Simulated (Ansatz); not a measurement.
Cartesian coordinates in Å:
```
C 0.748 1.642 1.691
C 0.387 0.831 0.866
Si -0.192 -0.345 -0.398
F 0.544 -1.741 -0.179
H 0.160 0.166 -1.738
H -1.646 -0.553 -0.241
```

The species carries charge 0 and has multiplicity 2.

Question: List the ωB97M-V/def2-TZVPP orbital energies in eV (Ansatz). (Estimate.)

Answer: Ansatz gave: α occupied: -1808.54, -677.69, -283.72, -282.00, -149.48, -103.64, -103.60, -103.56, -36.27, -24.65, -19.38, -16.46, -15.65, -15.62, -14.34, -13.02, -12.69, -11.64, -11.33. α empty: 0.81, 1.58, 2.67, 3.39, 3.70, 4.67, 5.34, 6.06. β occupied: -1808.54, -677.69, -283.19, -281.98, -149.48, -103.64, -103.59, -103.56, -36.27, -24.05, -19.25, -16.29, -15.65, -15.63, -13.56, -12.65, -11.17, -10.89. β empty: -3.22, 1.14, 2.07, 2.70, 3.55, 3.72, 4.67, 5.56. ⟨S²⟩ = 0.778.
